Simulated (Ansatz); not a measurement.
Computed with Ansatz on PBE0-D4/def2-TZVP structures; ΔE is electronic, products minus reactants. CCSD(T)/CBS adds triple-zeta CCSD(T) − MP2 to the extrapolated MP2 energy (def2 sets, frozen cores). This one scheme is used for every species, atoms too. DFT in def2-TZVPP. B3LYP here is the variant with VWN-RPA as its local correlation; programs differ in this. HSE06 is defined as in plane-wave codes. Open shells (•) are unrestricted, without spin–orbit coupling. Spin–orbit coupling would lower the free atoms: a little for Cl. Bonds to Ga are less sure, by a few kJ/mol each and by 10 to 20 or more in all where they break to atoms, as the def2 sets lack core-valence functions. Scalar relativity is left out up to krypton. Each species was taken in one conformer, which may not be the lowest.

Consider the hydrogen abstraction from a Ga–H bond: `[SH][GaH][Cl]` + Cl• → `[SH][Ga][Cl]`• + HCl.

| level | ΔE (kcal/mol) | difference from CCSD(T)/CBS |
| --- | --- | --- |
| LDA (SPW92) | -33.5 | -11.0 |
| PBE-D4 | -29.4 | -6.9 |
| revPBE-D4 | -28.3 | -5.8 |
| BLYP-D4 | -27.2 | -4.7 |
| r2SCAN-D4 | -26.8 | -4.3 |
| PBE0-D4 | -26.2 | -3.7 |
| B3LYP-D4 | -25.1 | -2.6 |
| r2SCANh-D4 | -25.9 | -3.4 |
| r2SCAN0-D4 | -24.7 | -2.2 |
| HSE06-D4 | -26.4 | -3.9 |
| BHLYP-D4 | -20.8 | 1.7 |
| CAM-B3LYP-D4 | -22.9 | -0.4 |
| ωB97M-V | -25.3 | -2.8 |
| B2PLYP | -24.1 | -1.6 |
| PBE | -29.7 | -7.2 |
| revPBE | -28.9 | -6.4 |
| BLYP | -27.8 | -5.3 |
| r2SCAN | -26.8 | -4.3 |
| B3LYP | -25.6 | -3.1 |
| r2SCANh | -26.0 | -3.5 |
| r2SCAN0 | -24.8 | -2.3 |
| HSE06 | -26.6 | -4.1 |
| BHLYP | -21.2 | 1.3 |
| CAM-B3LYP | -23.2 | -0.7 |
| LC-ωPBE | -21.9 | 0.6 |
| RPA@PBE/def2-TZVPP | -17.4 | 5.1 |
| HF/def2-SVP | -11.4 | 11.1 |
| MP2/def2-SVP | -19.6 | 2.9 |
| CCSD/def2-SVP | -17.2 | 5.3 |
| HF/def2-TZVPP | -13.7 | 8.8 |
| MP2/def2-TZVPP | -24.5 | -2.0 |
| SCS-MP2/def2-TZVPP | -21.8 | 0.7 |
| CCSD/def2-TZVPP | -20.4 | 2.1 |
| CCSD(T)/def2-TZVPP | -21.8 | 0.7 |
| HF/def2-QZVPP | -13.8 | 8.7 |
| MP2/def2-QZVPP | -25.0 | -2.5 |
| SCS-MP2/def2-QZVPP | -22.2 | 0.3 |
| HF/CBS(def2) | -13.8 | 8.7 |
| MP2/CBS(def2) | -25.2 | -2.7 |
| CCSD/CBS(def2) | -21.1 | 1.4 |
| CCSD(T)/CBS | -22.5 | 0 |

Largest T1 diagnostic among the species: 0.015.

From PBE to PBE0 (25 % exact exchange), in def2-TZVPP and without D4, ΔE moves by +3.3 kcal/mol. In def2-TZVPP, CCSD(T) changes the Hartree–Fock value by −8.2 kcal/mol (the triples alone add −1.4 kcal/mol) and MP2 by −10.8 kcal/mol.

CCSD(T)/CBS has its own doubt, a few kJ/mol and more with outer-core shells, so smaller differences from it don't rank the levels.
